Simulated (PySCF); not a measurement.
Compound: W(NMe)2Me2, C4H12N2W (singlet state).
Structure used (PBE0-D3(BJ)/def2-SVP), in Å, numbered top down from 1:
```
atom  x, y, z in Å
W1    -0.461    0.008   -0.324
N2    -0.533   -0.086    1.426
C3    -0.073   -0.147    2.766
H4     0.909    0.344    2.891
H5    -0.784    0.354    3.445
H6     0.028   -1.192    3.106
N7     1.187    0.070   -0.919
C8     2.605    0.092   -0.886
H9     3.024   -0.843   -1.298
H10    2.998    0.925   -1.495
H11    2.996    0.212    0.140
C12   -1.393    1.834   -0.899
H13   -1.373    1.924   -2.000
H14   -0.906    2.730   -0.482
H15   -2.444    1.836   -0.558
C16   -1.334   -1.775   -1.095
H17   -2.380   -1.856   -0.752
H18   -0.809   -2.693   -0.783
H19   -1.319   -1.743   -2.200
```

Computed, not measured: TDDFT PBE0/def2-SVPD, vertical, gas phase, core orbitals frozen in the response, def2 core potentials past Kr (PySCF). Spin–orbit coupling is left out.

Broadening: Gaussians 0.25 eV wide at half height, area fixed by f = 4.319×10⁻⁹ ∫ε dν̃. The cross-section is σ = 3.8235×10⁻²¹ ε cm², given in Mb (10⁻¹⁸ cm²). The width is an assumption, not a result. The curve ends short of the highest state used, and states not computed would add to its high-energy end.

(λ (nm), σ (Mb)): (229.9, 22.57), (233.4, 16.46), (236.8, 8.23), (240.2, 2.99), (243.7, 0.90), (247.1, 0.31), (250.6, 0.12), (254.0, 0.05), (257.5, 0.01), (260.9, 0.00), (264.4, 0.01), (267.8, 0.06), (271.3, 0.30), (274.7, 1.09), (278.2, 2.99), (281.6, 6.00), (285.1, 9.32), (288.5, 11.14), (291.9, 10.59), (295.4, 8.04), (298.8, 5.03), (302.3, 2.57), (305.7, 1.14), (309.2, 0.44), (312.6, 0.18), (316.1, 0.10), (319.5, 0.07), (323.0, 0.05), (326.4, 0.04), (329.9, 0.02), (333.3, 0.01), (336.8, 0.01), (340.2, 0.00), (343.7, 0.00), (347.1, 0.00), (350.5, 0.00)

Problem. Where are the band maxima, and which computed states make them?

Solution. 289 nm (4.28 eV), ε about 2900, made up of S2 (100%) (ε in L mol⁻¹ cm⁻¹; maxima over ε = 5, shares over 10%). At its high-energy end, 5.39 eV, the curve is still rising (ε about 5900, from S6 and S7). The states used: S1 3.91 eV (f 0.0001); S2 4.28 eV (f 0.027); S3 5.03 eV (f 0.0002); S4 5.05 eV (f 0.0001); S5 5.21 eV (f 0.0017); S6 5.37 eV (f 0.041); S7 5.51 eV (f 0.026); S8 5.69 eV (f 0.0051); S9 5.87 eV (f 0.0001); S10 5.99 eV (f 0.049).

Problem. What would ε be at 4.28 eV, the highest of these maxima, with half the width (0.125 eV)?

Solution. About 5860 L mol⁻¹ cm⁻¹ against 2940, a factor of about 1.99; a lone state at its own centre would give exactly 2.

Problem. On this curve, what absorbance would a 10⁻³ mol/L sample give at 248 nm over a 1 cm path?

Solution. 248 nm is 4.999 eV, where ε is about 63 L mol⁻¹ cm⁻¹, so A = ε c l ≈ 0.063 (Beer–Lambert, with the gas-phase spectrum and the assumed width).

Problem. Coming from long wavelengths, where does ε first pass 100 L mol⁻¹ cm⁻¹?

Solution. At about 310 nm (4.00 eV), 0.09 eV above S1.
